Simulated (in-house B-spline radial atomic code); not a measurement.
Radial electron density of neutral chromium, [Ar] 3d5 4s1. Computed with an all-electron radial atomic-structure program (B-spline basis): non-relativistic revTPSS, spin-polarised, spherical fractional occupations, point nucleus.

Columns: r (bohr), 4πr²n(r) (electrons per bohr), bar.

```
 0.00282   0.8142 #
 0.00346    1.189 ##
 0.00423    1.712 ##
 0.00519    2.461 ###
 0.00636    3.494 #####
 0.00779    4.895 #######
 0.00954    6.751 #########
  0.0117    9.157 #############
  0.0143    12.08 #################
  0.0176    15.64 ######################
  0.0215    19.38 ###########################
  0.0264    23.18 #################################
  0.0323    26.32 #####################################
  0.0396    28.25 ########################################
  0.0485    28.43 ########################################
  0.0594    26.85 ######################################
  0.0728    24.25 ##################################
  0.0892    22.13 ###############################
   0.109    22.08 ###############################
   0.134    24.79 ###################################
   0.164    28.82 #########################################
   0.201    31.28 ############################################
   0.246    29.39 #########################################
   0.302    22.99 ################################
    0.37    15.42 ######################
   0.453    10.83 ###############
   0.555    10.75 ###############
   0.681    12.78 ##################
   0.834    13.27 ###################
    1.02       11 ###############
    1.25     7.34 ##########
    1.53    4.182 ######
    1.88    2.244 ###
     2.3    1.328 ##
    2.82   0.8559 #
    3.46   0.5325 #
    4.24   0.2828 
    5.19   0.1192 
    6.36  0.03869 
     7.8 0.009173 
    9.55 0.001468 
    11.7 0.0001413
```

On this grid the curve has 3 maxima, near 0.0485, 0.201, 0.834 bohr.

The 3d up radial function P(r) = rR(r), positive near the nucleus:

```
r (bohr)         P
  0.0264  0.001405
  0.0396  0.004296
  0.0594   0.01256
  0.0892   0.03457
   0.134   0.08737
   0.201    0.1957
   0.302     0.378
   0.453    0.6085
   0.681    0.7875
    1.02    0.7889
    1.53    0.6262
     2.3    0.4088
    3.46    0.2166
    5.19   0.08268
     7.8      0.02
    11.7  0.002399
```
